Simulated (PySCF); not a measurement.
HO₃S, SMILES O=[SH](=O)[O-], charge -1. Atoms are numbered in the order given.

```xyz
5

S      0.0000     0.0000     0.1749
O     -1.2573    -0.7259    -0.1815
O      0.0000     1.4518    -0.1815
O      1.2573    -0.7259    -0.1815
H      0.0000     0.0000     1.5584
```
Charge -1, spin multiplicity 1.

Coordinates come from a B3LYP-D3(BJ)/def2-SVPD optimisation.

Level of theory: PBE/def2-TZVPD in PySCF.

Symmetry labels are those of the subgroup Cs that the program uses (full group C3v).

Computed valence orbital energies around the gap with their symmetry:
```tsv
orbital	symmetry	energy (eV)
HOMO−7	A"	-5.66
HOMO−6	A'	-5.66
HOMO−5	A'	-2.74
HOMO−4	A"	-2.74
HOMO−3	A"	-1.98
HOMO−2	A'	-1.98
HOMO−1	A'	-1.87
HOMO	A"	-0.75
LUMO	A'	3.42
LUMO+1	A"	4.05
LUMO+2	A'	4.05
LUMO+3	A'	4.11
```
